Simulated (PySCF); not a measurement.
UHF on Cl³⁺ (chlorine, charge +3)

Configuration: [Ne] 3s2 3p2, high-spin 3P determinant. Computed with PySCF 2.14 in jorge-DZP-DKH, with the spin-free X2C one-electron Hamiltonian (Gaussian nucleus).

```json
{"Total energy": "-458.191937 hartree", "One-electron energy": "-610.8221 hartree", "Hartree (Coulomb) energy": "179.2139 hartree", "Exchange energy": "-26.5837 hartree", "⟨S²⟩": "2.0074", "⟨L²⟩": "2.021", "Sum of ⟨r⟩": "9.344 bohr", "Sum of ⟨r²⟩": "11.60 bohr²", "Traceless quadrupole moment −½Σ⟨3z² − r²⟩ along its main axis": "1.06 e·bohr²", "Langevin diamagnetic susceptibility": "-9.18 ×10⁻⁶ cm³/mol", "Time after the integrals": "0.05 s of wall time on 1 thread of Neoverse-V2 (shared host)"}
```

```json
{"shell": "1s α", "electrons": "1", "mean orbital energy (eV)": "-2911.0", "spread (eV)": "0", "rms radius, mean of both spins (bohr)": "0.105"}
{"shell": "1s β", "electrons": "1", "mean orbital energy (eV)": "-2910.1", "spread (eV)": "0", "rms radius, mean of both spins (bohr)": "0.105"}
{"shell": "2s α", "electrons": "1", "mean orbital energy (eV)": "-335.63", "spread (eV)": "0", "rms radius, mean of both spins (bohr)": "0.477"}
{"shell": "2s β", "electrons": "1", "mean orbital energy (eV)": "-334.79", "spread (eV)": "0", "rms radius, mean of both spins (bohr)": "0.477"}
{"shell": "2p α", "electrons": "3", "mean orbital energy (eV)": "-265.07", "spread (eV)": "0.757", "rms radius, mean of both spins (bohr)": "0.450"}
{"shell": "2p β", "electrons": "3", "mean orbital energy (eV)": "-263.56", "spread (eV)": "0.932", "rms radius, mean of both spins (bohr)": "0.450"}
{"shell": "3s α", "electrons": "1", "mean orbital energy (eV)": "-69.492", "spread (eV)": "0", "rms radius, mean of both spins (bohr)": "1.51"}
{"shell": "3s β", "electrons": "1", "mean orbital energy (eV)": "-61.858", "spread (eV)": "0", "rms radius, mean of both spins (bohr)": "1.51"}
{"shell": "3p α", "electrons": "2", "mean orbital energy (eV)": "-52.973", "spread (eV)": "0", "rms radius, mean of both spins (bohr)": "1.63"}
```

Densities and radii are taken from the X2C orbitals without a picture-change correction, which distorts them close to the nucleus.
